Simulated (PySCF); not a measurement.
AlBr3, charge +1, doublet, geometry from GFN2-xTB (such geometries of metal compounds can be far from the true shape) (a state made from the parent by changing its charge; the spin is typed, not shown lowest). Base run: DF-B3LYP/6-31G* run with PySCF.

Input for PySCF:
```python
from pyscf import gto, scf, dft

mol = gto.M(
    atom='''
Al    0.000000   -0.000000    0.000000
Br   -1.815629   -1.351222   -0.105452
Br   -0.015591    2.003118   -1.058633
Br    1.831221   -0.651896    1.164085
''',
    basis='6-31g*',
    charge=1,
    spin=1,
    verbose=4,
)

mf = dft.UKS(mol)
mf.xc = 'b3lyp'
mf = mf.density_fit(auxbasis='def2-universal-jkfit')
mf.kernel()
```

Each row names what was changed in the base input (with any setting that the change needs).

```json
[
 {"change": "base", "basis functions": "114", "E (Eh)": "-7963.87632", "HOMO (eV)": "-13.83"},
 {"change": "basis = jorge-DZP-DKH; relativity = spin-free X2C; nucleus = Gaussian (with nucmod='G'; without mf = mf.density_fit(auxbasis='def2-universal-jkfit'))", "basis functions": "153", "E (Eh)": "-8061.16774", "HOMO (eV)": "-13.89"},
 {"change": "basis = jorge-DZP-DKH; relativity = spin-free X2C (without mf = mf.density_fit(auxbasis='def2-universal-jkfit'))", "basis functions": "153", "E (Eh)": "-8061.22357", "HOMO (eV)": "-13.89"},
 {"change": "basis = x2c-SVPall; relativity = none (without mf = mf.density_fit(auxbasis='def2-universal-jkfit'))", "basis functions": "114", "E (Eh)": "-7920.72033", "HOMO (eV)": "-13.99"},
 {"change": "basis = x2c-SVPall; relativity = spin-free X2C (without mf = mf.density_fit(auxbasis='def2-universal-jkfit'))", "basis functions": "114", "E (Eh)": "-8060.18449", "HOMO (eV)": "-13.78"},
 {"change": "basis = jorge-DZP-DKH; relativity = none (without mf = mf.density_fit(auxbasis='def2-universal-jkfit'))", "basis functions": "153", "E (Eh)": "-7941.72890", "HOMO (eV)": "-13.99"},
 {"change": "basis = ANO-RCC-VDZP; relativity = none (without mf = mf.density_fit(auxbasis='def2-universal-jkfit'))", "basis functions": "99", "E (Eh)": "-7899.19323", "HOMO (eV)": "-13.98"},
 {"change": "basis = x2c-SVPall; relativity = spin-free X2C; nucleus = Gaussian (with nucmod='G'; without mf = mf.density_fit(auxbasis='def2-universal-jkfit'))", "basis functions": "114", "E (Eh)": "-8060.13609", "HOMO (eV)": "-13.78"},
 {"change": "basis = ANO-RCC-VDZP; relativity = spin-free X2C; nucleus = Gaussian (with nucmod='G'; without mf = mf.density_fit(auxbasis='def2-universal-jkfit'))", "basis functions": "99", "E (Eh)": "-8061.60310", "HOMO (eV)": "-13.80"},
 {"change": "basis = ANO-RCC-VDZP; relativity = spin-free X2C (without mf = mf.density_fit(auxbasis='def2-universal-jkfit'))", "basis functions": "99", "E (Eh)": "-8061.66746", "HOMO (eV)": "-13.80"}
]
```

Absolute energies of different levels of theory aren't comparable as measures of quality.

Open shells are given as the SCF converged; they aren't shown to be the lowest states, and a large step between rows can be another state.

Basis sets contracted for a relativistic Hamiltonian are a mismatch without it, so the rows without relativity aren't non-relativistic limits. No row has spin-orbit coupling; sets with core potentials leave out the core electrons.
